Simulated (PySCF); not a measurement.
## Bonding in `C[CH+]/C=C\C(F)=C(F)F`

Species: C6H6F3 (charge +1).
SMILES with atom numbers: `[CH3:1][CH+:2]/[CH:3]=[CH:4]\[C:5]([F:6])=[C:7]([F:8])[F:9]` (hydrogens: H10, H11, H12 on C1; H13 on C2; H14 on C3; H15 on C4)

Cartesian coordinates in Å at the GFN2-xTB level; atoms count from 1:
```xyz
15
C6H6F3 angstrom
C     -2.741   -0.127   -0.540
C     -1.347    0.149   -0.292
C     -0.408   -0.840   -0.051
C      0.946   -0.655    0.186
C      1.669    0.555    0.236
F      1.057    1.727    0.050
C      3.020    0.608    0.472
F      3.740   -0.453    0.670
F      3.707    1.697    0.521
H     -3.039    0.323   -1.496
H     -2.993   -1.184   -0.524
H     -3.359    0.426    0.179
H     -1.050    1.191   -0.301
H     -0.754   -1.867   -0.049
H      1.547   -1.542    0.354
```

Bond orders from the PBE0/pcSseg-1 density (PySCF). Isolated species at its GFN2-xTB geometry (one conformer only).

(1) How far do the computed orders between heavy atoms stray from the drawn ones?

(2) Give the Mayer order of every bond between heavy atoms, beside its length.

Results:

(1) The largest departure is 0.558, at C5–C7 (drawn double, 1.442). Drawn single, order above 1.12: C1–C2 (1.142), C2–C3 (1.452), C4–C5 (1.227) and C7–F9 (1.122). Drawn double or triple, more than 0.30 short of the drawn order: C3–C4 (1.458) and C5–C7 (1.442). The SMILES, with its formal charges, is one Lewis structure only.

(2) 
| bond | drawn as | length (Å) | Mayer order |
| --- | --- | --- | --- |
| C1–C2 | single | 1.443 | 1.142 |
| C2–C3 | single | 1.385 | 1.452 |
| C3–C4 | double | 1.387 | 1.458 |
| C4–C5 | single | 1.410 | 1.227 |
| C5–F6 | single | 1.335 | 0.980 |
| C5–C7 | double | 1.372 | 1.442 |
| C7–F8 | single | 1.297 | 1.111 |
| C7–F9 | single | 1.289 | 1.122 |

Bonds between the same two heavy elements. C–C: lowest C1–C2 (1.142, 1.443 Å), highest C3–C4 (1.458, 1.387 Å). C–F: lowest C5–F6 (0.980, 1.335 Å), highest C7–F9 (1.122, 1.289 Å).

Question: And the bonds to hydrogen?

Answer: C–H: 0.89 to 0.96 (6 bonds).

Question: Sum the orders of all bonds at each heavy atom with more than one neighbour and set the sums beside the valence in the SMILES.

Answer: C1 3.880 (drawn 4), C2 3.523 (drawn 3), C3 3.850 (drawn 4), C4 3.615 (drawn 4), C5 3.649 (drawn 4), C7 3.675 (drawn 4). Orders between atoms that aren't bonded are not in these sums.

Mayer orders depend on the basis set.
